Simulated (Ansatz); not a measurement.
Reaction (formal exchange of groups at the Si–C bond): `NC(F)([SiH3])S` + `C#CSC=O` → `C#CS[SiH3]` + `NC(F)(S)C=O`

Gas-phase electronic energies from Ansatz, PBE0-D4/def2-TZVP geometries. CCSD(T)/CBS adds triple-zeta CCSD(T) − MP2 to the extrapolated MP2 energy (def2 sets, frozen cores). Functionals use def2-TZVPP. B3LYP here is the variant with VWN-RPA as its local correlation; programs differ in this. Each species was taken in one conformer, which may not be the lowest.

Q: Is it downhill or uphill in electronic energy at CCSD(T)/CBS, and by how much? (An estimate is asked.)

A: Computed: Downhill: ΔE = -15.2 kcal/mol.

Q: What do these levels give: PBE-D4, B3LYP-D4, ωB97M-V, B3LYP, CCSD(T)/def2-TZVPP, SCS-MP2/def2-QZVPP? (Estimate.)

A: The calculation gave: PBE-D4 -11.2, B3LYP-D4 -12.8, ωB97M-V -15.2, B3LYP -13.1, CCSD(T)/def2-TZVPP -15.9, SCS-MP2/def2-QZVPP -15.8 kcal/mol.

Largest T1 diagnostic among the species: 0.017.

In def2-TZVPP, CCSD(T) changes the Hartree–Fock value by +4.5 kcal/mol (the triples alone add +1.3 kcal/mol) and MP2 by +4.4 kcal/mol. From PBE to PBE0 (25 % exact exchange), in def2-TZVPP and without D4, ΔE moves by −3.5 kcal/mol.
